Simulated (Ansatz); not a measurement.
`[F][Ti]([F])([F])[SeH]` + HI → `[F][Ti]([F])([F])[I]` + H₂Se at 600 K and 1 bar (ligand exchange at a Ti–Se bond).

Program: Ansatz. Geometries: PBE0-D4/def2-TZVP. ΔE: electronic, gas phase. CBS: MP2 limit from def2 TZ/QZ plus the TZ coupled-cluster correction, frozen cores. def2 core potentials past Kr. For I, Se, Ti outer-core shells are correlated without core-valence functions, which leaves a few kJ/mol of doubt a bond. Scalar relativity is left out up to krypton. One conformer a species, not always the lowest.

```tsv
species	CCSD(T)/CBS energy (Eh)	H − E (kJ/mol)	S (J/(mol·K))
`[F][Ti]([F])([F])[SeH]`	-3549.84726	94.7	448.7
HI	-298.03592	31.6	227.0
`[F][Ti]([F])([F])[I]`	-1446.00030	69.7	416.4
H₂Se	-2401.89790	57.0	244.8
```

H − E and S are ideal-gas, rigid-rotor, harmonic terms from PBE0-D4/def2-TZVP, for one conformer and one mirror image of each species. 1 Eh = 2625.50 kJ/mol, R = 8.31446 J/(mol·K).

Q: By hand: ΔE, ΔH, ΔS and ΔG.

A: ΔE = (-1446.00030) + (-2401.89790) − (-3549.84726) − (-298.03592) = -0.01502 Eh = -39.4 kJ/mol. Δ(H − E) = 69.7 + 57.0 − 94.7 − 31.6 = 0.4, so ΔH = -39.0 kJ/mol. ΔS = 416.4 + 244.8 − 448.7 − 227.0 = -14.5 J/(mol·K). ΔG = -39.0 − 600 × (-14.5)/1000 = -30.3 kJ/mol.

Q: By hand: the equilibrium constant, and the temperature at which ΔG would vanish if ΔH and ΔS stayed fixed.

A: log₁₀ K = −ΔG/(RT ln 10) = 2.6. ΔG = 0 at ΔH/ΔS = 2690 K, far beyond where these terms or the molecules hold.

The number of gas molecules stays the same, so ΔS is small and ΔH decides. A doubt of 5 kJ/mol in ΔE shifts log₁₀ K by 0.4 here. Other conformers and mirror images would add mixing entropy, several J/(mol·K) or more a flexible species. These are equilibria of isolated gas molecules and say nothing of rates. Largest T1 diagnostic: 0.023 (customary marks: 0.02 for closed shells, 0.045 for open ones).
